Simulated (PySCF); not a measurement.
PySCF job for C2H8N2, SMILES NCCN (connectivity only; charge and spin as stated), charge +1, multiplicity 2, SMD-PBE0/def2-SVP. Geometry: PBE0-D3(BJ)/def2-SVP. The multiplicity is an assumed one; no other spin state was optimised. The values are those of a single conformer.

```python
import numpy as np
from pyscf import gto, scf, dft
from pyscf.solvent import smd

mol = gto.M(
    atom='''
    N     0.10733016   -1.87330128   -0.00000000
    C    -0.55124501   -0.67908728    0.00000000
    C     0.55124501    0.67908728   -0.00000000
    N    -0.10733016    1.87330128    0.00000000
    H     0.43600384   -2.29803206    0.86209030
    H     0.43600383   -2.29803206   -0.86209030
    H    -1.13772910   -0.51210472   -0.91228711
    H    -1.13772909   -0.51210472    0.91228712
    H     1.13772910    0.51210472    0.91228711
    H     1.13772909    0.51210472   -0.91228712
    H    -0.43600384    2.29803206   -0.86209030
    H    -0.43600383    2.29803206    0.86209030
    ''',
    basis='def2-SVP',
    charge=1,
    spin=1,
    max_memory=1600,
    verbose=3,
)
mf = dft.UKS(mol, xc='pbe0').density_fit(auxbasis='def2-universal-jkfit')
mf.grids.level = 3
mf.conv_tol = 1e-9
mf.max_cycle = 100
mf.kernel()
fine, coarse = mf.grids, dft.Grids(mol).set(level=1).build(with_non0tab=True)
for _ in range(3):  # follow internal instabilities
    mf.grids = coarse
    mo, _, stable, _ = mf.stability(return_status=True, nroots=4)
    mf.grids = fine
    if stable:
        break
    mf.kernel(mf.make_rdm1(mo, mf.mo_occ))
res = {}
for name in ['water', 'diethylether', 'n-hexane']:
    s = mf.SMD()
    s.with_solvent.solvent, s.with_solvent.sasa_ng = name, 194
    s.kernel(mf.make_rdm1())
    res[name] = (s.e_tot, s.with_solvent.get_cds(), s.dip_moment(), s.mo_energy, s.converged)
    print(f'SMD {name}: dG(solv) = {(s.e_tot - mf.e_tot) * 627.509474:.3f} kcal/mol, of which CDS {res[name][1] * 627.509474:.3f}')
```

Output:

```

WARN: HOMO -0.220950228248558 >= LUMO -0.220950228248558

converged SCF energy = -189.872900447176  <S^2> = 0.75627361  2S+1 = 2.0062638
<class 'pyscf.df.df_jk.DFUKS'> wavefunction is stable in the internal stability analysis
converged SCF energy = -189.971888483753  <S^2> = 0.75617918  2S+1 = 2.0061697

WARN: System has nonzero charge 1; the dipole moment is origin-dependent.
Location of origin: [0. 0. 0.]

Dipole moment(X, Y, Z, Debye):  0.00000, -0.00000,  0.00000
SMD water: dG(solv) = -62.116 kcal/mol, of which CDS 1.955
converged SCF energy = -189.951297704989  <S^2> = 0.75621168  2S+1 = 2.0062021

WARN: System has nonzero charge 1; the dipole moment is origin-dependent.
Location of origin: [0. 0. 0.]

Dipole moment(X, Y, Z, Debye):  0.00000, -0.00000,  0.00000
SMD diethylether: dG(solv) = -49.195 kcal/mol, of which CDS 0.185
converged SCF energy = -189.920766691607  <S^2> = 0.75624258  2S+1 = 2.0062329

WARN: System has nonzero charge 1; the dipole moment is origin-dependent.
Location of origin: [0. 0. 0.]

Dipole moment(X, Y, Z, Debye): -0.00000,  0.00000,  0.00000
SMD n-hexane: dG(solv) = -30.037 kcal/mol, of which CDS 0.097
```

Self-consistency was reached.

Cost: roughly 80 core-seconds.
